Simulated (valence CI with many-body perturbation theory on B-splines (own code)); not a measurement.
**Ti7+: electric-dipole lines**

Computed by configuration interaction combined with many-body perturbation theory (CI+MBPT): five valence electrons over a frozen Dirac-Fock core [Ne], radial functions for each j: 11 s, 11 p, 10 d, 8 f, 5 g, 2 h, with the one-electron correlation potential Σ1, the two-electron term Σ2, the three-electron term Σ3, Breit, model QED; selected CI, second order for the rest, scaled by the run's own slope (own B-spline code, finite nucleus).

Against 9 measured levels this calculation errs by 148 cm⁻¹ on average and by 216 at most. These come from a selection out of Corliss and Sugar, J. Phys. Chem. Ref. Data 8, 1 (1979). Levels without a partner in it may be off by more. Among the levels kept, up to 3200 cm⁻¹ of a level comes from second order outside the variational space, and about a tenth of that is noise between levels of different J, which matters for small intervals.

Lines 201 to 250 of 591 in falling wavelength, among levels below 93.165 eV, chosen from the strongest by gf and those to the six lowest levels. Wavelengths and rates use the calculated energies, so an error of 100 cm⁻¹ moves a line at 33.92 nm by 0.034 % and its rate by three times that or more. Electric multipoles are in the length gauge, E1 and E2 with the static RPA response of the core. Weak lines are less certain than strong ones. Lines between different terms over intervals too small for the method are left out, as are lines whose strength nearly cancels. Where a level lies close to another of its J and parity, the split of strength between their lines is uncertain. The highest levels of a list are the least certain.

Names give the largest LS component (configuration and term), which can be under half, so a name can repeat, a term be missing and a line seem to break the LS rules; names also repeat where a configuration has a term twice. Letters in brackets count levels of one name in rising energy.

| λ vac (nm) | Upper | Lower | A (s⁻¹) | log gf | Branch % |
| --- | --- | --- | --- | --- | --- |
| 33.92 | 3s²3p3d² ²F°_5/2 [b] | 3s²3p²3d ²D_3/2 [c] | 1.68e+09 | -0.76 | 3.0 |
| 33.89 | 3s3p³3d ⁴D°_5/2 [d] | 3s²3p²3d ⁴D_3/2 | 2.60e+09 | -0.57 | 5.7 |
| 33.89 | 3s3p³3d ⁴D°_3/2 [d] | 3s²3p²3d ⁴D_3/2 | 2.87e+09 | -0.70 | 6.5 |
| 33.84 | 3s3p³3d ²D°_3/2 [c] | 3s²3p²3d ⁴D_5/2 | 3.26e+09 | -0.65 | 7.9 |
| 33.84 | 3s3p³3d ⁴D°_3/2 [d] | 3s²3p²3d ⁴D_1/2 | 2.11e+09 | -0.84 | 4.7 |
| 33.83 | 3s²3p3d² ²F°_7/2 [a] | 3s²3p²3d ²D_5/2 [a] | 4.57e+09 | -0.20 | 10.0 |
| 33.83 | 3s3p³3d ⁴D°_7/2 [d] | 3s²3p²3d ²F_7/2 [a] | 4.71e+09 | -0.19 | 10.6 |
| 33.82 | 3s3p³3d ⁴D°_5/2 [d] | 3s²3p²3d ²F_7/2 [a] | 3.20e+09 | -0.48 | 7.0 |
| 33.81 | 3s3p³3d ⁴D°_1/2 [d] | 3s²3p²3d ⁴D_3/2 | 7.91e+09 | -0.57 | 16.8 |
| 33.81 | 3s3p³3d ²P°_3/2 [a] | 3s3p⁴ ²S_1/2 | 1.77e+09 | -0.92 | 3.6 |
| 33.80 | 3s3p³3d ²D°_3/2 [f] | 3s²3p²3d ²P_1/2 [c] | 5.10e+09 | -0.46 | 5.6 |
| 33.77 | 3s3p³3d ²D°_3/2 [b] | 3s²3p²3d ²P_1/2 [a] | 5.98e+09 | -0.39 | 39.8 |
| 33.76 | 3s3p³3d ⁴D°_1/2 [d] | 3s²3p²3d ⁴D_1/2 | 5.81e+09 | -0.70 | 12.4 |
| 33.68 | 3s²3p3d² ²F°_5/2 [a] | 3s²3p²3d ²D_3/2 [a] | 4.07e+09 | -0.38 | 8.9 |
| 33.66 | 3s²3p3d² ⁴D°_5/2 [a] | 3s²3p²3d ⁴P_3/2 | 1.26e+09 | -0.89 | 3.6 |
| 33.64 | 3s3p³3d ⁴D°_3/2 [d] | 3s²3p²3d ²F_5/2 [a] | 3.49e+09 | -0.63 | 7.8 |
| 33.56 | 3s3p³3d ²D°_5/2 [b] | 3s²3p²3d ²P_3/2 [a] | 7.92e+09 | -0.10 | 53.8 |
| 33.42 | 3s3p³3d ²D°_3/2 [b] | 3s²3p²3d ²P_3/2 [a] | 1.51e+09 | -0.99 | 10.1 |
| 33.23 | 3s²3p3d² ⁴D°_7/2 [a] | 3s²3p²3d ⁴P_5/2 | 2.76e+09 | -0.44 | 8.0 |
| 33.15 | 3s3p³3d ⁴D°_7/2 [d] | 3s²3p²3d ⁴F_9/2 | 1.75e+10 | 0.36 | 39.2 |
| 32.87 | 3s3p³3d ⁴D°_7/2 [d] | 3s²3p²3d ⁴F_7/2 | 3.47e+09 | -0.35 | 7.8 |
| 32.86 | 3s3p³3d ⁴D°_5/2 [d] | 3s²3p²3d ⁴F_7/2 | 1.27e+10 | 0.09 | 27.8 |
| 32.64 | 3s3p³3d ⁴D°_5/2 [d] | 3s²3p²3d ⁴F_5/2 | 4.51e+09 | -0.36 | 9.9 |
| 32.64 | 3s3p³3d ⁴D°_3/2 [d] | 3s²3p²3d ⁴F_5/2 | 8.78e+09 | -0.25 | 19.8 |
| 32.50 | 3s3p³3d ⁴D°_3/2 [d] | 3s²3p²3d ⁴F_3/2 | 3.45e+09 | -0.66 | 7.8 |
| 32.44 | 3s3p³3d ²D°_5/2 [c] | 3s²3p²3d ⁴F_7/2 | 1.15e+09 | -0.96 | 2.8 |
| 32.44 | 3s3p³3d ²D°_3/2 [c] | 3s²3p²3d ⁴F_5/2 | 3.86e+09 | -0.61 | 9.4 |
| 32.43 | 3s3p³3d ⁴D°_1/2 [d] | 3s²3p²3d ⁴F_3/2 | 1.60e+10 | -0.30 | 33.9 |
| 32.40 | 3s²3p²3d ²P_3/2 [b] | 3s²3p³ ²P°_3/2 | 2.99e+09 | -0.73 | 6.8 |
| 32.29 | 3s²3p3d² ²F°_7/2 [b] | 3s²3p²3d ²F_7/2 [b] | 9.33e+09 | 0.07 | 17.8 |
| 32.26 | 3s²3p²4p ²S°_1/2 | 3s²3p²3d ²P_3/2 [c] | 3.52e+09 | -0.96 | 15.7 |
| 32.25 | 3s²3p²3d ²P_3/2 [b] | 3s²3p³ ²P°_1/2 | 7.71e+08 | -1.32 | 1.8 |
| 32.18 | 3s²3p3d² ²F°_7/2 [b] | 3s²3p²3d ²F_5/2 [b] | 7.83e+08 | -1.01 | 1.5 |
| 32.16 | 3s3p³3d ²P°_1/2 [c] | 3s²3p²3d ²P_1/2 [b] | 5.23e+09 | -0.79 | 7.7 |
| 32.02 | 3s²3p3d² ²F°_5/2 [b] | 3s²3p²3d ²F_5/2 [b] | 9.57e+09 | -0.05 | 17.0 |
| 31.93 | 3s²3p²3d ²P_1/2 [b] | 3s²3p³ ²P°_3/2 | 5.71e+09 | -0.76 | 13.0 |
| 31.88 | 3s²3p3d² ²D°_3/2 | 3s²3p²3d ²D_3/2 [c] | 1.55e+09 | -1.02 | 1.8 |
| 31.84 | 3s3p³3d ²D°_5/2 [d] | 3s²3p²3d ⁴D_7/2 | 1.05e+10 | -0.02 | 27.9 |
| 31.78 | 3s²3p²3d ²P_1/2 [b] | 3s²3p³ ²P°_1/2 | 3.77e+09 | -0.94 | 8.6 |
| 31.73 | 3s3p³3d ²P°_3/2 [c] | 3s²3p²3d ²P_3/2 [b] | 6.92e+09 | -0.38 | 10.1 |
| 31.67 | 3s3p³3d ²D°_3/2 [d] | 3s²3p²3d ⁴D_5/2 | 4.58e+09 | -0.56 | 11.6 |
| 31.45 | 3s²3p²3d ²F_5/2 [a] | 3s²3p³ ⁴S°_3/2 | 1.58e+07 | -2.85 | 86.8 |
| 31.42 | 3s²3p²3d ⁴P_1/2 | 3s²3p³ ²P°_3/2 | 2.47e+07 | -3.14 | 0.0 |
| 31.33 | 3s²3p3d² ²P°_3/2 [b] | 3s²3p²3d ²S_1/2 | 2.75e+09 | -0.79 | 4.0 |
| 31.30 | 3s3p³3d ²D°_3/2 [d] | 3s²3p²3d ²F_5/2 [a] | 1.64e+10 | -0.02 | 41.5 |
| 31.28 | 3s²3p²3d ⁴P_1/2 | 3s²3p³ ²P°_1/2 | 3.90e+07 | -2.94 | 0.1 |
| 31.28 | 3s3p³3d ²D°_5/2 [d] | 3s²3p²3d ²F_7/2 [a] | 9.83e+09 | -0.06 | 26.0 |
| 31.28 | 3s3p³3d ²D°_3/2 [e] | 3s²3p²3d ²P_1/2 [b] | 4.77e+09 | -0.55 | 9.7 |
| 31.25 | 3s²3p²3d ²G_7/2 | 3s²3p³ ²D°_5/2 | 4.80e+07 | -2.25 | 100.0 |
| 31.24 | 3s²3p²3d ⁴D_3/2 | 3s²3p³ ⁴S°_3/2 | 5.48e+07 | -2.49 | 49.5 |
